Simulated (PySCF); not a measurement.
Ge2H8Si, SMILES [GeH3][SiH2][GeH3].

The structure is a stationary point at PBE0-D3(BJ)/def2-SVP.

Two levels are set side by side: TDDFT-PBE/def2-SVPD (PySCF) and TDDFT-M06-2X/def2-SVPD (PySCF). Vertical, same geometry. The lowest singlet is HOMO→LUMO 74 %, HOMO→LUMO+3 13 % with PBE and HOMO→LUMO 82 % with the other functional; states are paired by order. Differences are taken from unrounded values.

| quantity | TDDFT-M06-2X |
|---|---|
| lowest singlet excitation (eV) | 6.77 |
| lowest triplet excitation (TDA) (eV) | 5.98 |
| first bright state (f over 0.05) (eV) | 6.77 |
| its oscillator strength | 0.28 |

**Question.** What does TDDFT-PBE give, and how far is it from TDDFT-M06-2X? (An estimate is asked for; the answer gives what the named calculation found.)

**Answer.** 
| quantity | TDDFT-PBE | TDDFT-PBE minus TDDFT-M06-2X |
|---|---|---|
| lowest singlet excitation (eV) | 6.28 | -0.49 |
| lowest triplet excitation (TDA) (eV) | 5.60 | -0.38 |
| first bright state (f over 0.05) (eV) | 6.28 | -0.49 |
| its oscillator strength | 0.17 | -0.11 |

Functionals without exact exchange tend to place singlet excitations lower, as here. Differences between two approximate levels are no errors against the true value.

Rough cost on one machine, each run with all the roots and properties that it gave: TDDFT-M06-2X against TDDFT-PBE about 20 times.
